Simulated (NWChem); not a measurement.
Molecule: BeN2H4; SMILES [NH2][Be][NH2]

```xyz
7

Be     0.0000     0.0000     0.0000
N      0.0000     0.0000     1.5013
H     -0.5835     0.5835     2.0907
H      0.5835    -0.5835     2.0907
N      0.0000     0.0000    -1.5013
H     -0.5835    -0.5835    -2.0907
H      0.5835     0.5835    -2.0907
```
Atoms are numbered in this order, from 1.

Computed with NWChem. Structure relaxed at the PBE0/def2-SVP level. Level: PBE0/Sadlej pVTZ; rows give the wavelength of the field.

| field | isotropic polarisability (bohr³) | anisotropy (bohr³) |
|---|---|---|
| static | 36.4 | 10.3 |
| 1065 nm | 36.9 | 10.4 |
| 589 nm | 38.0 | 10.5 |
